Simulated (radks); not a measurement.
Values are calculated unless marked as measured or tabulated.
Isoelectronic series with 43 electrons, each ion in its NIST ground configuration. Level of theory: Dirac Kohn-Sham, PBE, spin-unpolarised, spherical densities, finite nucleus; open shells fill j = l - 1/2 first; Fermi nuclear charge, rms radius of each element as measured or else 0.836 A^(1/3) + 0.57 fm (a radial shooting solver on a logarithmic mesh with Libxc functionals). Total energies (hartree) and mean radii <r> (bohr) (* marks an orbital that is empty in some or all of the ions):

| ion | configuration | E (hartree) | 5p1/2* | 5s1/2* | 4d5/2 | 4d3/2 |
|---|---|---|---|---|---|---|
| Sb8+ | [Kr] 4d7 | -6464.57911 | 1.778 | 1.657 | 0.9316 | 0.9232 |
| Te9+ | [Kr] 4d7 | -6772.29647 | 1.673 | 1.569 | 0.8848 | 0.8768 |
| I10+ | [Kr] 4d7 | -7088.01349 | 1.580 | 1.490 | 0.8432 | 0.8355 |
| Xe11+ | [Kr] 4d7 | -7411.76919 | 1.499 | 1.420 | 0.8059 | 0.7984 |
| Cs12+ | [Kr] 4d7 | -7743.6161 | 1.427 | 1.357 | 0.7721 | 0.7648 |
| Ba13+ | [Kr] 4d7 | -8083.6013 | 1.362 | 1.300 | 0.7414 | 0.7342 |
| La14+ | [Kr] 4d7 | -8431.7817 | 1.303 | 1.248 | 0.7133 | 0.7062 |
| Ce15+ | [Kr] 4d7 | -8788.2100 | 1.249 | 1.200 | 0.6874 | 0.6804 |
| Pr16+ | [Kr] 4d7 | -9152.9458 | 1.200 | 1.156 | 0.6635 | 0.6566 |
| Nd17+ | [Kr] 4d7 | -9526.0472 | 1.155 | 1.115 | 0.6413 | 0.6345 |
